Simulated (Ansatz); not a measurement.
`C=CB(C)[SiH3]` → `C=C([SiH3])BC`  (isomerisation)

Program: Ansatz. Geometries: PBE0-D4/def2-TZVP. ΔE: electronic, gas phase. CCSD(T)/CBS adds triple-zeta CCSD(T) − MP2 to the extrapolated MP2 energy (def2 sets, frozen cores). DFT in def2-TZVPP. B3LYP here is the variant with VWN-RPA as its local correlation; programs differ in this. Each species was taken in one conformer, which may not be the lowest.

`C=CB(C)[SiH3]`:

Cartesian coordinates in Å:
```
C 1.656 0.109 -1.651
C 1.059 0.682 -0.600
B -0.186 0.063 0.081
C -1.196 -0.844 -0.689
Si -0.499 0.417 2.054
H 1.242 -0.775 -2.126
H 2.592 0.477 -2.062
H 1.552 1.549 -0.163
H -0.863 -1.197 -1.669
H -2.088 -0.222 -0.863
H -1.557 -1.693 -0.101
H 0.134 -0.687 2.838
H 0.102 1.695 2.533
H -1.947 0.427 2.418
```

`C=C([SiH3])BC`:

Cartesian coordinates in Å:
```
C 1.675 -0.342 1.196
C 0.626 -0.013 0.426
Si 0.281 1.782 0.044
B -0.259 -1.167 -0.119
C -1.526 -0.970 -1.004
H 2.356 0.393 1.624
H 1.893 -1.383 1.429
H 1.285 2.648 0.721
H -1.079 2.170 0.509
H 0.339 2.034 -1.422
H 0.054 -2.285 0.201
H -1.678 0.034 -1.407
H -1.567 -1.694 -1.823
H -2.398 -1.207 -0.377
```

| level | ΔE (kcal/mol) | difference from CCSD(T)/CBS |
| --- | --- | --- |
| PBE-D4 | -2.7 | 2.6 |
| r2SCAN-D4 | -4.2 | 1.1 |
| PBE0-D4 | -3.7 | 1.6 |
| B3LYP-D4 | -4.8 | 0.5 |
| ωB97X-V | -5.1 | 0.2 |
| ωB97M-V | -6.0 | -0.7 |
| B2PLYP | -5.4 | -0.1 |
| PBE | -2.5 | 2.8 |
| r2SCAN | -4.2 | 1.1 |
| PBE0 | -3.5 | 1.8 |
| B3LYP | -4.4 | 0.9 |
| HF/def2-TZVPP | -7.1 | -1.8 |
| MP2/def2-TZVPP | -6.8 | -1.5 |
| SCS-MP2/def2-TZVPP | -6.7 | -1.4 |
| CCSD/def2-TZVPP | -5.3 | 0.0 |
| CCSD(T)/def2-TZVPP | -5.2 | 0.1 |
| HF/def2-QZVPP | -7.2 | -1.9 |
| MP2/def2-QZVPP | -6.9 | -1.6 |
| SCS-MP2/def2-QZVPP | -6.9 | -1.6 |
| HF/CBS(def2) | -7.2 | -1.9 |
| MP2/CBS(def2) | -7.0 | -1.7 |
| CCSD/CBS(def2) | -5.4 | -0.1 |
| CCSD(T)/CBS | -5.3 | 0 |

Largest T1 diagnostic among the species: 0.012.

From PBE to PBE0 (25 % exact exchange), in def2-TZVPP and without D4, ΔE moves by −1.0 kcal/mol.
